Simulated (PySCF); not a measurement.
# Working out the electron affinity of Ag

Ag⁻ [Kr] 4d10 5s2 (1S) → Ag [Kr] 4d10 5s1 (2S). All numbers are calculated (PySCF 2.14, a scalar-relativistic core potential, in def2-TZVPPD with the def2 core potential (28 electrons)). Frozen: 4s2 4p6. Energies in hartree (1 hartree = 27.21139 eV):

```json
{"part": "UHF", "Ag⁻ (lower)": "-146.111775", "Ag (upper)": "-146.116958"}
{"part": "CCSD correlation", "Ag⁻ (lower)": "-0.394820", "Ag (upper)": "-0.357283"}
{"part": "(T)", "Ag⁻ (lower)": "-0.016434", "Ag (upper)": "-0.012597"}
```

Q: What does Hartree-Fock give?

A: (-146.116958) − (-146.111775) = -0.005183 hartree = -0.141 eV.

Q: What do CCSD and CCSD(T) give?

A: The CCSD correlation energies differ by 0.037537 hartree = 1.021 eV and the triples by 0.003837 hartree = 0.104 eV, so CCSD gives 0.880 eV and CCSD(T) 0.984 eV.

Reference: 1.304 eV (measured; photodetachment measurements, as compiled on the Wikipedia data page of electron affinities).

What remains against the reference includes basis incompleteness, the frozen core and higher excitations.
